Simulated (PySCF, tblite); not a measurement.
Isomers of C5H9ClSi2, one GFN2-xTB conformer each. Single-point energies are computed at PBE0/pcSseg-1 (PySCF, gas phase, no added dispersion term), electronic only.

```csv
SMILES,GFN2-xTB relative energy (kJ/mol)
[SiH3]C[Si]1(Cl)C=CC=C1,16.3
CC1=C[SiH2]C=C[Si@@H]1Cl,0.0
```

Conformers: `[SiH3:1][CH2:2][Si:3]1([Cl:4])[CH:5]=[CH:6][CH:7]=[CH:8]1` with Si1–C2–Si3–Cl4 -67°; `[CH3:1][C:2]1=[CH:3][SiH2:4][CH:5]=[CH:6][Si@@H:7]1[Cl:8]` with C2–C3–Si4–C5 13°, C3–Si4–C5–C6 -13°, C5–C6–Si7–Cl8 134°, C1–C2–Si7–C6 166°.

Q: What does PBE0/pcSseg-1 give for the same structures?

A: 
```csv
SMILES,PBE0/pcSseg-1 E (Eh),PBE0/pcSseg-1 (kJ/mol),GFN2-xTB (kJ/mol),point group
CC1=C[SiH2]C=C[Si@@H]1Cl,-1234.46135,0.0,0.0,C1
[SiH3]C[Si]1(Cl)C=CC=C1,-1234.46083,1.4,16.3,C1
```

Both levels put the same isomer lowest. Neighbours under 10 kJ/mol apart (CC1=C[SiH2]C=C[Si@@H]1Cl and [SiH3]C[Si]1(Cl)C=CC=C1) can change places with a better method, another conformer or zero-point energy.

Q: Which frontier levels, dipoles and rotational constants go with these structures?

A: 
```
                  SMILES  HOMO (eV, PBE0/pcSseg-1)  LUMO (eV)  dipole (D)       A, B, C (MHz)
CC1=C[SiH2]C=C[Si@@H]1Cl                     -7.83      -1.15        1.36  1828, 917.3, 655.3
 [SiH3]C[Si]1(Cl)C=CC=C1                     -6.86      -1.86        1.92  1643, 864.3, 694.8
```

Q: What happens when harmonic zero-point energies from GFN2-xTB frequencies are added?

A: 
```csv
SMILES,ZPE (kJ/mol),electronic (kJ/mol),with ZPE (kJ/mol)
CC1=C[SiH2]C=C[Si@@H]1Cl,307.6,0.0,0.0
[SiH3]C[Si]1(Cl)C=CC=C1,306.9,1.4,0.7
```

The zero-point energies span 0.7 kJ/mol. The order is unchanged.
